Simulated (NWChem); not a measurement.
System: BO, doublet; SMILES [B]=O

```xyz
2

B      0.0000     0.0000    -0.7396
O      0.0000     0.0000     0.4622
```
Atoms are numbered in this order, from 1.

Computed with NWChem. Spin-unrestricted. Medium grid unless said otherwise, to which SCAN and Minnesota functionals are sensitive. Coordinates come from a PBE0/def2-SVP, spin-unrestricted optimisation. No stability test was run on the SCF state.

Estimate the computed values for MN15/def2-TZVP. Quantities: highest occupied level (eV); lowest empty minus highest occupied level, either spin (eV); dipole (D); <S²>.

The highest occupied level (eV) is -10.18 and the lowest empty minus highest occupied level, either spin (eV) is 7.00. The dipole (D) is 2.50 and the <S²> comes out as 0.763.
